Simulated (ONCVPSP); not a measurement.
# Which change was made? (Ge, ONCV)

ONCVPSP 4.0.1 input, shortened (lines: element, Z, core and valence counts, functional; n l f; lmax; l rc ep ncon nbas qcut; lloc lpopt rc5 dvloc0; l nproj debl; icmod fcfact rcfact), LDA (Perdew-Wang 92), scalar-relativistic:

```
  Ge 32.00    5    3  -001012      upf
    1    0    2.00
    2    0    2.00
    2    1    6.00
    3    0    2.00
    3    1    6.00
    3    2   10.00
    4    0    2.00
    4    1    1.00
    3
    0    1.60    0.00    4    9    4.00
    1    1.85    0.00    4    9    5.00
    2    0.80    0.00    4    9   21.40
    3    1.60    0.04    4    6    7.30
    4    5    0.50    0.00
    0    1    3.30
    1    2    2.10
    2    3    2.80
    3    1    3.30
    3    2.25    1.75
```

Cutoffs, loose and tight: the cutoffs (Ha) at which the residual kinetic energy of the hardest occupied pseudo-wave falls to 1 and 0.1 mHa per electron. They do not see the model core or the augmentation charge, which bear on the density cutoff. Test errors are all-electron minus pseudo excitation energies from the reference, over the configurations 3d10 4s2 4p2; 3d10 4s2 4p0; 3d10 4s1 4p0; 3d10 4s0 4p4; variants that change the core or the reference have their own tests.

The base gives: outcome: generated; cutoff, loose: 167 Ha; cutoff, tight: 189 Ha; bound ghosts: s, p; GHOST(+) flags above zero: s, f; largest test error (meV): -18.

Question: After one change the result is: outcome: generated; cutoff, loose: 167 Ha; cutoff, tight: 189 Ha; bound ghosts: s, p; GHOST(+) flags above zero: s, f; largest test error (meV): -110. Which change was it?
A. core correction Teter function, fcfact 2.25, rcfact 2.02
B. core correction Teter function, fcfact 2.25, rcfact 1.7
C. core correction Teter function, fcfact 2.25, rcfact 1.14
D. core correction Teter function, fcfact 2.25, rcfact 1.56

Answer: A. The others give: core correction Teter function, fcfact 2.25, rcfact 1.14 → outcome: generated; cutoff, loose: 167 Ha; cutoff, tight: 189 Ha; bound ghosts: s, p; GHOST(+) flags above zero: s, f; largest test error (meV): +20 | core correction Teter function, fcfact 2.25, rcfact 1.7 → outcome: generated; cutoff, loose: 167 Ha; cutoff, tight: 189 Ha; bound ghosts: s, p; GHOST(+) flags above zero: s, f; largest test error (meV): -10 | core correction Teter function, fcfact 2.25, rcfact 1.56 → outcome: generated; cutoff, loose: 167 Ha; cutoff, tight: 189 Ha; bound ghosts: s, p; GHOST(+) flags above zero: s, f; largest test error (meV): +8.9.
